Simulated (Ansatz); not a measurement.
A nudged elastic band was laid between two geometries of BH4NO + H3N (11 atoms, charge 0, multiplicity 1).

Method: Ansatz, RKS B3LYP-D4/def2-mTZVP.

```yaml
movable_images: 7
climbing_image: yes
spring: 5.0 eV/Å²
optimiser: quadratic models (default)
start_path: through a guess of the saddle point
force_threshold: 0.05 eV/Å
iteration_limit: 60
end_points: relaxed
```

Image 0:

```xyz
11
Properties=species:S:1:pos:R:3
B -0.069 -0.925 -0.197
O 0.559 -0.160 0.737
H 0.136 0.707 0.931
H 0.414 -1.982 -0.477
N -1.260 -0.541 -0.857
H -1.750 0.326 -0.690
H -1.708 -1.127 -1.543
N -0.478 2.426 1.433
H -1.189 2.412 2.159
H -0.805 3.059 0.707
H 0.351 2.852 1.840
```

Image 8:

```xyz
11
Properties=species:S:1:pos:R:3
B -0.629 0.785 -0.757
O 0.264 0.412 2.605
H 0.828 -0.361 2.476
H 0.005 0.870 -1.764
N -1.313 -0.411 -0.475
H -1.292 -1.204 -1.095
H -1.804 -0.592 0.389
N -0.622 1.886 0.151
H -1.318 1.991 0.879
H -0.236 2.774 -0.129
H 0.319 0.897 1.762
```

Q: What changes between the two ends?

A: Bonds broken: B1–O2, N8–H11. Bonds formed: B1–N8, O2–H11. BH4NO + H3N becomes BH5N2 + H2O.

Q: Give the energies along the band, and the barrier.

A: The run converged. The highest image is number 4 of 0 to 8, 160.2 kJ/mol above the first end and 121.0 kJ/mol above the last; the last end lies 39.2 kJ/mol above the first. The profile has 2 maxima (images 4, 7) with wells between them (image 5): this band takes more than one step, which may be the mechanism or a detour left from its start path. Neighbouring images differ by up to 1.2 eV, so the band resolves the path poorly. A vibrational analysis at the climbing image gives one clearly imaginary mode, 1439i cm⁻¹: a first-order saddle point. The orbitals stay closed-shell, which can raise the energy where a bond breaks towards radicals; this wasn't checked here.

```
image  path coordinate (Å)  energy (kJ/mol)  B1–O2 (Å)  N8–H11 (Å)  B1–N8 (Å)
    0                 0.00              0.0       1.36        1.02       3.75
    1                 1.69              6.3       1.37        1.02       3.47
    2                 3.38             29.3       1.38        1.02       3.23
    3                 5.07             42.6       1.39        1.02       2.61
    4                 6.77            160.2       1.71        1.31       1.58
    5                 8.65             39.7       3.41        2.12       1.42
    6                10.54             60.0       3.87        2.02       1.42
    7                12.43             60.2       3.76        2.16       1.42
    8                14.32             39.2       3.50        2.11       1.43
```

Q: What is the geometry of the highest image?

A: 
```xyz
11
Properties=species:S:1:pos:R:3
B -0.225 0.519 -0.094
O 0.486 0.004 1.376
H -0.065 -0.667 1.805
H 0.643 0.457 -0.912
N -1.479 -0.141 -0.428
H -2.258 -0.170 0.218
H -1.452 -0.978 -0.991
N -0.399 1.928 0.601
H -1.345 2.292 0.648
H 0.224 2.662 0.284
H 0.073 1.141 1.535
```

The band took 44 iterations and roughly 18 core-minutes.

Run time: 9.5 min on 2 threads of Arm Neoverse V1, on a shared host, peak memory 0.18 GiB.
